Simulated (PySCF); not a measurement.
**Diatomics of O with group 15**

HF with triple-zeta basis sets in PySCF, for the lowest determinant that a PBE0 search found; no spin–orbit coupling. De refers to high-spin ground-configuration atoms. A positive dipole means M(−)O(+).

```
 M       basis  reference  state (unpaired electrons)  Re (Å)  ωe (cm⁻¹)  De (eV)  μ (D)
 P  def2-TZVPP        UHF               doublet (π ↑)   1.441       1436     2.67  -2.48
As  def2-TZVPP        UHF               doublet (π ↑)   1.579       1161     1.14  -3.21
Sb  def2-TZVPP        UHF               doublet (π ↑)   1.766        998     0.20  -4.26
```

The shortest bond is that of PO (1.441 Å), the longest that of SbO (1.766 Å). PO is bound most strongly (2.67 eV) and SbO least (0.20 eV).

Down a group the atoms grow and get heavier, so bonds lengthen and wavenumbers fall; this series shows no clear exception.

These are scalar-relativistic numbers at best; spin–orbit coupling would shift them, the dissociation energy most. Hartree–Fock leaves out correlation, which carries a large part of most bond energies and some tenths to 1 eV of ionisation energies. States were picked by a PBE0 search and need not be the measured ground states.
